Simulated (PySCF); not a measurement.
r2SCAN on Te⁺ (tellurium, charge +1), [Kr] 4d10 5s2 5p2 6s1, high-spin 4P determinant (an excited configuration). Computed with PySCF 2.14 in aug-cc-pVTZ-PP with ECP28MDF, with scalar relativity through the core potential.

```
cycle= 1 E= -267.382588247272  delta_E= -0.00766  |g|= 0.0179  |ddm|= 0.704
cycle= 2 E= -267.383739533298  delta_E= -0.00115  |g|= 0.0101  |ddm|= 0.234
cycle= 3 E= -267.384347922864  delta_E= -0.000608  |g|= 0.00693  |ddm|= 0.132
cycle= 4 E= -267.385123486207  delta_E= -0.000776  |g|= 0.00502  |ddm|= 0.21
cycle= 5 E= -267.385567385869  delta_E= -0.000444  |g|= 0.00167  |ddm|= 0.264
cycle= 6 E= -267.38556170335  delta_E= 5.68e-06  |g|= 0.00144  |ddm|= 0.0417
cycle= 7 E= -267.385587265872  delta_E= -2.56e-05  |g|= 0.000475  |ddm|= 0.0823
cycle= 8 E= -267.385587601491  delta_E= -3.36e-07  |g|= 0.000234  |ddm|= 0.00524
cycle= 9 E= -267.385587703447  delta_E= -1.02e-07  |g|= 2.66e-05  |ddm|= 0.00398
cycle= 10 E= -267.385587704381  delta_E= -9.34e-10  |g|= 3.06e-06  |ddm|= 0.000257
converged SCF energy = -267.385587704381  <S^2> = 3.7531993  2S+1 = 4.0015993
```

Highest occupied orbital energy: -6.752 eV; ⟨L²⟩ = 3.79; populations by l: s 4.70, p 8.00, d 10.30, f 0.00.

Problem. Can this result be used?

Solution. Not for this state. Self-consistency was reached. ⟨L²⟩ = 3.79 against 2 for a pure P term, so this real determinant mixes terms. Energies and moments cover only the electrons outside the core potential. The outer electron is Rydberg-like, and this basis confines it to a smaller radius and binds it less than a complete one would. The s, p, d and f populations moved away from the nominal configuration during the SCF.
